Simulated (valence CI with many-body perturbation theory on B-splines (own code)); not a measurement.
Level structure of Hf⁶⁷⁺

Level of theory: relativistic CI+MBPT: three valence electrons over a frozen Dirac-Fock core [He], radial functions for each j: 11 s, 11 p, 9 d, 7 f, 5 g, 2 h, 1 i, with the one-electron correlation potential Σ1 (screened to all orders), the two-electron term Σ2, the three-electron term Σ3, Breit, model QED; selected single and double excitations, second order for the rest (own B-spline code, finite nucleus).

No measured spectrum was set against this ion. As an estimate, large intervals hold to a few tenths of a per cent, small ones and those within an open d or f shell to about a per cent.

Levels 91 to 103 of 103, with energies above the lowest level, (2s^2 2p1/2) J=1/2. "Leading %" is the weight of the configuration and term that name the level; weights of strongly mixed levels are sums over their largest components and can fall short. In the jj column 3d3/2^4 stands for four electrons in 3d with j = 3/2. Lifetimes count E1, E2, E3, M1 and M2 decay at the calculated energies, and are blank where another channel may lead or the interval is too uncertain; long ones can be off by a factor of two.

| No. | Configuration | Term | J | E (eV) | Leading % | Lifetime | Leading jj | Second component |
| --- | --- | --- | --- | --- | --- | --- | --- | --- |
| 91 | 2p2 3p | 2P° | 1/2 | 12231 | 87 | 2.48 fs | 2p1/2 2p3/2 3p3/2 (99 %) | 8 % 2p2 3p 4D° |
| 92 | 2p2 3d | 2G | 7/2 | 12238 | 55 | 23.6 fs | 2p1/2 2p3/2 3d3/2 (99 %) | 25 % 2p2 3d 2F |
| 93 | 2p2 3d | 2D | 5/2 | 12254 | 37 | 569 as | 2p1/2 2p3/2 3d3/2 (98 %) | 32 % 2p2 3d 2F |
| 94 | 2p2 3d | 2D | 3/2 | 12260 | 47 | 551 as | 2p1/2 2p3/2 3d3/2 (99 %) | 17 % 2p2 3d 2P |
| 95 | 2p2 3d | 2P | 1/2 | 12270 | 38 | 513 as | 2p1/2 2p3/2 3d3/2 (100 %) | 33 % 2p2 3d 4P |
| 96 | 2p2 3d | 4D | 7/2 | 12320 | 46 | 18.5 fs | 2p1/2 2p3/2 3d5/2 (100 %) | 39 % 2p2 3d 4F |
| 97 | 2p2 3d | 2G | 9/2 | 12338 | 65 | 70.5 fs | 2p1/2 2p3/2 3d5/2 (100 %) | 35 % 2p2 3d 4F |
| 98 | 2p2 3d | 2P | 3/2 | 12338 | 40 | 902 as | 2p1/2 2p3/2 3d5/2 (99 %) | 26 % 2p2 3d 4P |
| 99 | 2p2 3d | 2F | 5/2 | 12340 | 44 | 732 as | 2p1/2 2p3/2 3d5/2 (99 %) | 20 % 2p2 3d 4D |
| 100 | 2p2 3d | 2D | 5/2 | 12358 | 58 | 485 as | 2p1/2 2p3/2 3d5/2 (99 %) | 28 % 2p2 3d 4P |
| 101 | 2p2 3d | 2F | 7/2 | 12364 | 70 | 447 as | 2p1/2 2p3/2 3d5/2 (99 %) | 12 % 2p2 3d 4F |
| 102 | 2p2 3d | 2D | 3/2 | 12372 | 57 | 664 as | 2p1/2 2p3/2 3d5/2 (100 %) | 30 % 2p2 3d 2P |
| 103 | 2p2 3d | 2P | 1/2 | 12378 | 57 | 628 as | 2p1/2 2p3/2 3d5/2 (100 %) | 37 % 2p2 3d 2S |
